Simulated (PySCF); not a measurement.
BrCl2H2NSi, SMILES N[Si](Cl)(Cl)Br.

Geometry optimised at PBE-D3(BJ)/def2-SVP. The structure was generated by enumeration, and PubChem lists no compound with its InChIKey, so it may never have been made. Other conformers were not sampled.

Level of theory: PBE-D3(BJ)/def2-SVP run with PySCF 2.14.0.

Frequencies are harmonic and unscaled.

```csv
mode,ν (cm⁻¹),IR (km/mol),moving atoms (share of kinetic energy)
1,98,6.9,"H 40 %, Cl 36 %, Br 12 %, N 11 %"
2,130,4.5,"Cl 62 %, Br 15 %, N 15 %"
3,175,1.2,"Cl 41 %, H 37 %, Si 11 %, Br 10 %"
4,201,4.3,"Cl 47 %, Br 19 %, Si 18 %, N 14 %"
5,216,5.9,"N 35 %, Cl 21 %, Br 20 %, H 15 %, Si 10 %"
6,278,12.6,"H 43 %, N 35 %, Cl 18 %"
7,373,40.5,"H 47 %, N 23 %, Si 15 %, Br 8 %"
8,392,145.6,"Cl 29 %, H 26 %, Si 19 %, N 17 %"
9,538,217.4,"Si 64 %, Cl 29 %"
10,584,118.1,"Si 56 %, Cl 34 %, H 9 %"
11,823,81.6,"H 73 %, N 15 %, Si 12 %"
12,884,104.7,"N 47 %, Si 41 %, H 12 %"
13,1475,53.6,"H 89 %, N 11 %"
14,3487,53.0,H 96 %
15,3590,44.4,"H 91 %, N 9 %"
```
